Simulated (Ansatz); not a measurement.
Forces on [TmCl6]3- (TmCl₆³⁻) at its PBE-D4/def2-SVP geometry. Charge -3, multiplicity 3.

In the def2 sets Tm takes a core potential; there is no spin–orbit coupling. With an open 4f shell the SCF may have ended on a state above the lowest. A multiply charged anion in the gas phase is held together partly by the finite basis. At PBE-D4/def2-TZVP, r2SCAN-D4/def2-TZVP the highest occupied level of the charge -3 triplet lies above zero (up to 4.81 eV). It is a level of β spin, whose loss leaves a quartet; that state wasn't run at this geometry and level. The electron is either unbound and held by the finite basis, or the level is raised by self-interaction error. No other spin state of charge -3 was run.

PBE-D4/def2-TZVP (Ansatz), largest force 0.09 eV/Å:

```xyz
7
positions Å, forces eV/Å
Tm    0.000    0.000    0.000    0.000   -0.001    0.001
Cl   -1.128   -2.202    1.107   -0.038   -0.075    0.038
Cl    1.128    2.202   -1.107    0.038    0.075   -0.038
Cl   -0.335    1.339    2.323   -0.011    0.040    0.068
Cl    0.335   -1.340   -2.323    0.011   -0.040   -0.068
Cl   -2.435    0.829   -0.831   -0.072    0.025   -0.023
Cl    2.434   -0.829    0.831    0.071   -0.025    0.023
```

r2SCAN-D4/def2-TZVP (Ansatz), largest force 0.14 eV/Å:

```
Tm 0.000 -0.001 0.001
Cl 0.056 0.110 -0.055
Cl -0.056 -0.110 0.055
Cl 0.015 -0.065 -0.115
Cl -0.015 0.066 0.114
Cl 0.114 -0.038 0.040
Cl -0.115 0.038 -0.040
```
